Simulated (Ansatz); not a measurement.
Input for Ansatz (a program for electronic structure): U-CCSD(T)/cc-pVDZ on BGeH5 (SMILES [BH2][GeH3]), a point of a bond scan (R = 4.927 Å). The run froze 15 orbitals, filled d shells among them.

Ansatz 0.2 input:
```yaml
crystal:
  periodic: [false, false, false]
  atoms:
    - {symbol: B, position_ang: [-1.68447901, -0.08981357, -0.38805636]}
    - {symbol: Ge, position_ang: [0.32433246, 0.01332500, 0.07253106]}
    - {symbol: H, position_ang: [3.00280462, -3.81232118, -1.49672596]}
    - {symbol: H, position_ang: [0.93481345, 1.29602953, -0.53231896]}
    - {symbol: H, position_ang: [0.50580440, 0.12014751, 1.60207949]}
    - {symbol: H, position_ang: [-2.40523210, 0.79344296, -0.04632267]}
    - {symbol: H, position_ang: [-2.15298444, -1.00476260, -0.98628824]}
basis:
  gaussian:
    orbitals: cc-pVDZ
correlation: {method: ccsd_t, electrons: outside_noble_gas}
scf: {omitted_lower_state_checks: [cluster_reference]}
magnetization: {spin_polarized: true, initial_magnetization: 0}
```

The log:

```
WARN ansatz: RAYON_NUM_THREADS=1 ignored (pool sized by the plan → 1); use --threads N
Functional definition: HF
these checks for a lower state are left out or cut short: cluster_reference
integrals: 0.06 GiB planned
673 factors; integrals over basis functions are off by at most 1.0e-3 eV
mean field: 0.23 GiB planned
mean field evaluation 1: about -57211.5345 eV, gradient 1.3e1 eV
mean field evaluation 2: about -57211.5518 eV, gradient 1.3e1 eV
mean field evaluation 4: about -57213.5378 eV, gradient 8.2e0 eV
mean field evaluation 8: about -57215.2061 eV, gradient 2.7e-1 eV
mean field evaluation 16: about -57219.2969 eV, gradient 2.5e0 eV
mean field evaluation 32: about -57219.4129 eV, gradient 7.5e-6 eV
mean field evaluation 64: about -57211.5066 eV, gradient 1.2e1 eV
mean field evaluation 96: about -57215.2072 eV, gradient 1.1e-2 eV
mean field -57219.41294611 eV, -2102.7746410584 hartree, gradient 2.4e-6 eV, S^2 1.003827; 7 other end points of the search recorded, 0 dependent functions left out
15 core orbitals not correlated
reference -57219.41294611 eV, -2102.7746410584 hartree; 6, 6 occupied and 45, 45 virtual orbitals, 673 factors
second order -4.45634935 eV of doubles, -0.00000000 eV of singles
coupled cluster: 0.16 GiB planned
cycle   1  -5.25993350 eV  change   -8.0e-1 eV  update   6.6e-2
cycle   2  -5.53984643 eV  change   -2.8e-1 eV  update   2.3e-2
cycle   3  -5.55472115 eV  change   -1.5e-2 eV  update   7.1e-3
cycle   4  -5.55339322 eV  change    1.3e-3 eV  update   2.8e-3
cycle   5  -5.55287293 eV  change    5.2e-4 eV  update   1.2e-3
cycle   6  -5.55278023 eV  change    9.3e-5 eV  update   4.1e-4
cycle   7  -5.55281533 eV  change   -3.5e-5 eV  update   1.6e-4
cycle   8  -5.55287678 eV  change   -6.1e-5 eV  update   9.0e-5
cycle   9  -5.55285560 eV  change    2.1e-5 eV  update   6.8e-5
cycle  10  -5.55285937 eV  change   -3.8e-6 eV  update   5.9e-5
cycle  11  -5.55286880 eV  change   -9.4e-6 eV  update   5.3e-5
cycle  12  -5.55289529 eV  change   -2.6e-5 eV  update   4.4e-5
cycle  13  -5.55287293 eV  change    2.2e-5 eV  update   2.5e-5
cycle  14  -5.55285893 eV  change    1.4e-5 eV  update   8.1e-6
coupled cluster: 0.16 GiB planned
perturbative correction -0.12541297 eV, -0.0046088415 hartree
Total energy: -57225.09121801 eV, -2102.9833137017 hartree
Checks for a lower state left out: cluster_reference
```

Self-consistency was reached. Its determinant has ⟨S²⟩ = 1.00, a mixture of spin states.

Cost: about 9 core-seconds (a rough figure).
